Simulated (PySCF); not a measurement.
Match each property card to its molecule.

Structures:
1. `COC1=CCC1=O` (C5H6O2)
2. `FCCl` (CH2ClF)
3. `FC(F)O[C@H]1C=COC1` (C5H6F2O2)

Card P (geometry GFN2-xTB):
* Rotational constants A, B, C: 4.622, 2.517, 1.664 GHz
* Static isotropic polarisability (PBE0/def2-SVPD): 64.8 au
* HOMO energy (PBE0/def2-SVPD): -7.11 eV
* 13C chemical shifts (computed TMS as zero) by class (GIAO PBE0/pcSseg-1): 192.4 (1 C), 161.0 (1 C), 137.7 (1 C), 59.2 (1 C), 42.5 (1 C) ppm
* Lowest singlet excitation (TDDFT PBE0/def2-SVPD): 3.98 eV (311 nm, f = 0.000)

Card Q (geometry GFN2-xTB):
* Rotational constants A, B, C: 42.247, 5.712, 5.205 GHz
* Static isotropic polarisability (PBE0/def2-SVPD): 29.9 au
* 13C chemical shifts (computed TMS as zero) by class (GIAO PBE0/pcSseg-1): 98.8 (1 C) ppm
* Dipole moment (PBE0/def2-SVPD): 1.85 D
* Point group: Cs
* Strongest line among the 6 lowest singlet transitions (TDDFT PBE0/def2-SVPD): S6 at 9.47 eV (131 nm, f = 0.079)
* Isotropic shieldings of nuclei other than C and H, by class (GIAO PBE0/pcSseg-1): 357 (1 F), 756 (1 Cl) ppm

Card R (geometry GFN2-xTB):
- Rotational constants A, B, C: 3.978, 1.014, 0.881 GHz
- Static isotropic polarisability (PBE0/def2-SVPD): 66.5 au
- Lowest triplet excitation (Tamm–Dancoff) (TDA PBE0/def2-SVPD): 4.11 eV
- Point group: C1
- Lowest singlet excitation (TDDFT PBE0/def2-SVPD): 6.26 eV (198 nm, f = 0.150)

Each SMILES stands for a single optimised conformer of the isolated species, non-relativistic unless stated; the electronic structure was computed with PySCF and density fitting. NMR classes are plain means over equivalent atoms (diastereotopic ones count apart unless rotation or inversion swaps them), as if these changed places fast.

Which card belongs to which structure?

P = 1, Q = 2, R = 3. What ties each card to its structure:
- 1 (card P), C5H6O2, monoisotopic mass 98.0 u, 7 heavy atoms: 5 C in 5 classes; the least shielded carbon (192.4 ppm) is a ketone carbonyl carbon; an asymmetric top with C = 1.664 GHz; polarisability 64.8 au for 52 electrons.
- 2 (card Q), CH2ClF, monoisotopic mass 68.0 u, 3 heavy atoms: 1 C in 1 class; an asymmetric top with C = 5.205 GHz, the highest such constant on the cards; polarisability 29.9 au for 34 electrons, the smallest shown; dipole 1.85 D.
- 3 (card R), C5H6F2O2, monoisotopic mass 136.0 u, 9 heavy atoms: point group C1; an asymmetric top with C = 0.881 GHz, the lowest such constant on the cards; polarisability 66.5 au for 70 electrons, the largest shown.
